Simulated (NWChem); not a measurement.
System: SnF3 cation; SMILES [F][Sn+]([F])[F]

```xyz
4

Sn     0.0000     0.0000     0.0000
F      1.8084    -0.4846     0.0000
F     -1.3238    -1.3238     0.0000
F     -0.4846     1.8084     0.0000
```
Atoms are numbered in this order, from 1.

All runs use the structure optimised with PBE0/def2-SVP. def2 effective core potentials on Sn; no spin-orbit coupling.

List the 4 lowest vertical singlet excitations from LRC-wPBEh/def2-SVP with def2 effective core potentials on Sn, full TDDFT (NWChem).


| state | energy (eV) | oscillator strength | leading excitation (squared amplitude) |
|---|---|---|---|
| S1 | 5.23 | 0.000 | HOMO → LUMO (0.99) |
| S2 | 5.33 | 0.000 | HOMO−3 → LUMO (0.99) |
| S3 | 5.33 | 0.000 | HOMO−4 → LUMO (0.99) |
| S4 | 5.53 | 0.029 | HOMO−1 → LUMO (0.90) |
